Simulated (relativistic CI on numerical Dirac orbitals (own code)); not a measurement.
# Mn⁵⁺: K-alpha X-ray emission

Computed with this model: Dirac-Coulomb-Breit CI, KLI orbitals optimised for each configuration, a model potential for QED, multiplet model of X-ray emission after core ionisation, unscaled Slater integrals; configurations [Ar] 3d2 → 1s 2s2 2p6 3s2 3p6 3d2 → [He] 2s2 2p5 3s2 3p6 3d2; 300 K; Lorentzian 1.26 eV and Gaussian 0.6 eV FWHM. Energies are those of the free ion, without screening or charge transfer. S is read from ⟨S²⟩ = S(S + 1).

Field parameters in Wybourne normalisation: Oh B⁴₀ = 21Dq, B⁴₄ = √(5/14) B⁴₀. The field is a parameter set, without covalency.

free ion: ground-state S = 1.00, centroid 5891.37 eV. Peaks (eV, height): 5878.8 (18), 5884.0 (36), 5888.4 (12), 5890.0 (13), 5895.0 (100), 5896.6 (69).

Oh, 10Dq = 5900 cm⁻¹: ground-state S = 1.00, centroid 5891.46 eV. Peaks (eV, height): 5878.8 (15), 5884.2 (42), 5888.2 (14), 5889.4 (13), 5895.0 (100).

Oh, 10Dq = 26550 cm⁻¹: ground-state S = 1.00, centroid 5891.49 eV. Peaks (eV, height): 5877.4 (7), 5879.4 (7), 5884.0 (46), 5886.4 (18), 5889.2 (11), 5895.2 (100).

Oh, 10Dq = 36900 cm⁻¹: ground-state S = 1.00, centroid 5891.50 eV. Peaks (eV, height): 5883.6 (41), 5885.8 (24), 5889.4 (11), 5895.2 (100).

Strongest unbroadened transitions for free ion:

```csv
Energy (eV),Relative strength
5878.71,24.7
5882.66,12.2
5883.04,10.4
5884.10,33.1
5884.11,17.7
5889.95,9.6
5891.77,8.4
5892.99,8.3
5893.89,8.7
5894.78,22.1
5894.80,32.5
5895.02,100.0
5896.02,13.2
5896.50,15.2
5896.52,7.8
5896.75,13.0
5896.77,26.5
5896.92,29.1
```
